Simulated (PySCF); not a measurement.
PySCF input:

```python
from pyscf import gto, scf, dft

mol = gto.M(
    atom='''
    Sn    0.00131455   -0.00152662    0.05631125
    H    -1.50929496   -0.22596275   -0.91061453
    H     0.93871414   -1.13670721   -0.99245238
    H     0.50485334    1.43900107   -0.91249563
    ''',
    basis='def2-tzvpd',
    ecp='def2-tzvp',
    charge=-1,
    spin=0,
    verbose=4,
)

mf = dft.RKS(mol, xc='m06l').density_fit(auxbasis='def2-universal-jkfit')
mf.grids.level = 4
mf.conv_tol = 1e-9
mf.max_cycle = 100
mf.max_memory = 1500
mf.kernel()
if not mf.converged:
    mf = mf.newton()
    mf.kernel(mf.make_rdm1())
mf.analyze()
```

Q: Predict the final energy.

A: -216.26229 Eh (M06-L/def2-TZVPD).
